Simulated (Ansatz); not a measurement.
Input file for Ansatz (an electronic-structure program): R-r2SCAN/def2-TZVPP on BrFH2Sn (SMILES [F][SnH2][Br]), a point of a bond scan (R = 1.700 Å). Elements past Kr take the def2 small-core potentials; no spin–orbit coupling.

Ansatz 0.2 input:
```yaml
crystal:
  periodic: [false, false, false]
  atoms:
    - {symbol: Sn, position_ang: [-0.82087301, -0.25418523, 0.04124020]}
    - {symbol: F, position_ang: [-1.53349458, 1.43640576, -0.55475012]}
    - {symbol: Br, position_ang: [1.64216243, 0.04607296, 0.07036013]}
    - {symbol: H, position_ang: [-1.24249200, -1.37719034, -1.16269239]}
    - {symbol: H, position_ang: [-1.38809149, -0.45375329, 1.63082898]}
basis:
  gaussian:
    orbitals: def2-TZVPP
    pivot_positions_ang: [[-0.82087301, -0.25418523, 0.04124020], [-1.53349458, 1.43640576, -0.55475012], [1.64216243, 0.04607296, 0.07036013], [-1.24249200, -1.37719034, -1.16269239], [-1.38809149, -0.45375329, 1.63082898]]
hamiltonian:
  xc: {name: r2SCAN}
scf: {lower_state_search: off}
output: {orbitals: {seedname: ./end}}
```

The log:

```
WARN ansatz: RAYON_NUM_THREADS=1 ignored (pool sized by the plan → 1); use --threads N
Functional definition: r2SCAN
these checks for a lower state are left out or cut short: stability, starts, cluster_reference, orbital_swaps, neighbouring_geometries, increment
integrals: 0.08 GiB planned
1038 factors; their error is unknown
mean field: 0.52 GiB planned
mean field evaluation 1: about -78628.3808 eV, gradient 4.2e1 eV
mean field evaluation 2: about -78608.2417 eV, gradient 1.2e2 eV
mean field evaluation 4: about -78631.0126 eV, gradient 5.9e0 eV
mean field evaluation 8: about -78631.0756 eV, gradient 1.9e-1 eV
mean field evaluation 16: about -78631.0471 eV, gradient 9.6e-5 eV
mean field -78631.04710215 eV, -2889.6376829661 hartree, gradient 2.3e-6 eV, S^2 0.000000; 0 other end points of the search recorded, 0 dependent functions left out
reference -78631.04711367 eV, -2889.6376833892 hartree; 34, 34 occupied and 123, 123 virtual orbitals, 1038 factors
Total energy: -78631.04711367 eV, -2889.6376833892 hartree
Checks for a lower state left out: stability, starts, cluster_reference, orbital_swaps, neighbouring_geometries, increment
```

The calculation finished and met its thresholds.

Cost: very roughly 3 core-seconds.
